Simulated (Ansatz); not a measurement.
**From B to In: the HOMO–LUMO gap**

One atom is swapped for its congeners: B(CH3)(SH); Al(CH3)(SH); Ga(CH3)(SH); In(CH3)(SH). All are doublets with charge 0.

Shapes, held fixed at every level: PBE0-D4/def2-TZVP. Flexible molecules stand in one conformer, not always the lowest. Programs: Ansatz 0.2.0. Values in eV.

| level | B(CH3)(SH) | Al(CH3)(SH) | Ga(CH3)(SH) | In(CH3)(SH) |
| --- | --- | --- | --- | --- |
| PBE-D4/def2-TZVPP | 2.07 | 1.45 | 1.17 | 0.92 |
| r2SCAN-D4/def2-TZVPP | 3.01 | 2.16 | 1.90 | 1.58 |
| B3LYP-D4/def2-TZVPP | 3.53 | 2.61 | 2.43 | 2.13 |
| BHLYP-D4/def2-TZVPP | 6.09 | 4.69 | 4.66 | 4.24 |
| r2SCAN0-D4/def2-TZVPP | 4.89 | 3.64 | 3.57 | 3.19 |
| wB97M-V/def2-TZVPP | 7.59 | 6.30 | 6.70 | 6.29 |

At wB97M-V/def2-TZVPP the HOMO–LUMO gap isn't monotonic: it is largest for B and smallest for In (7.59 and 6.29 eV). 1 of 6 levels show this order throughout; 6 agree on the largest and the smallest. Open shells run unrestricted unless RO is named. For atoms past krypton def2 sets carry core potentials with scalar relativity. Relativity is left out for Ga unless named. Orbital gaps aren't excitation energies, and the LUMO depends on the basis.
